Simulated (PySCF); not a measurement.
# Basis and Hamiltonian dependence of the excitation energy of Br

Br [Ar] 3d10 4s2 4p5 (2P) → Br [Ar] 3d10 4s2 4p4 5s1 (4P). All values are computed (PySCF 2.14, energy differences of UHF-based or UKS calculations, no spin-orbit coupling). Values in eV.

```tsv
basis	Hamiltonian	functions	UHF	r2SCAN	PBE0	MP2 (valence)	CCSD(T) (valence)
aug-cc-pVTZ-PP with ECP10MDF	ECP	55	7.383	8.142	7.960	7.871	7.873
aug-cc-pVTZ-PP with one added diffuse shell each of s, d, f type with ECP10MDF	ECP	68	7.112	7.973	7.777	7.683	7.680
aug-cc-pwCVTZ-PP with ECP10MDF	ECP	96	7.374	8.143	7.959	7.875	7.877
def2-QZVPPD	non-relativistic	98	7.559	8.342	8.155	8.122	8.139
aug-cc-pV5Z-PP with ECP10MDF	ECP	136	7.249	8.056	7.866	7.913	n/a
```

Frozen in the all-electron rows: valence: [Ar] 3d10; with a core potential, the same shells as far as they lie outside it.

Non-relativistic rows lack the scalar-relativistic shift.

Reference for a calculation without spin-orbit coupling: 7.845 eV (measured, between term centres; NIST).
